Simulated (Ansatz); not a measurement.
Consider the cleavage of the B–Si bond: `B[SiH](Cl)BN` + `BNCC` → `BN(B)CC` + `NB[SiH2]Cl`.

Calculated with Ansatz (gas phase, PBE0-D4/def2-TZVP geometries, no zero-point term in ΔE). CCSD(T)/CBS adds triple-zeta CCSD(T) − MP2 to the extrapolated MP2 energy (def2 sets, frozen cores). DFT in def2-TZVPP. Each species was taken in one conformer, which may not be the lowest.

```
             level  ΔE (kJ/mol)
            PBE-D4        -92.1
         r2SCAN-D4       -100.2
           PBE0-D4        -98.2
           r2SCAN0       -104.4
             BHLYP       -112.3
SCS-MP2/def2-TZVPP       -117.6
     HF/def2-QZVPP       -119.8
      HF/CBS(def2)       -120.0
```

What does CCSD(T)/CBS give? (Best estimate.)

The calculation gave: -108.5 kJ/mol. The listed levels differ from it by 16.4, 8.3, 10.3, 4.1, -3.8, -9.1, -11.3, -11.5 kJ/mol.

What do rigid-rotor, harmonic-oscillator terms from PBE0-D4/def2-TZVP frequencies (298.15 K, 1 bar) make of the CCSD(T)/CBS value? (Best estimate.)

Computed: ΔZPE = -1.8 kJ/mol, ΔH = -112.0 kJ/mol, ΔS = -6 J/(mol·K), ΔG = -110.3 kJ/mol.

Largest T1 diagnostic among the species: 0.013.

At CCSD(T), def2-SVP lies −4.4 kJ/mol from the extrapolated value and def2-TZVPP −1.2 kJ/mol. From r2SCAN to r2SCAN0 (25 % exact exchange), in def2-TZVPP and without D4, ΔE moves by −4.3 kJ/mol. Leaving LDA and LC-ωPBE aside and taking each functional with its dispersion term where it has one, the values, not all of them listed here, spread over 19.9 kJ/mol, from BHLYP-D4 to PBE-D4. LDA lies −6.3 kJ/mol from PBE without D4.
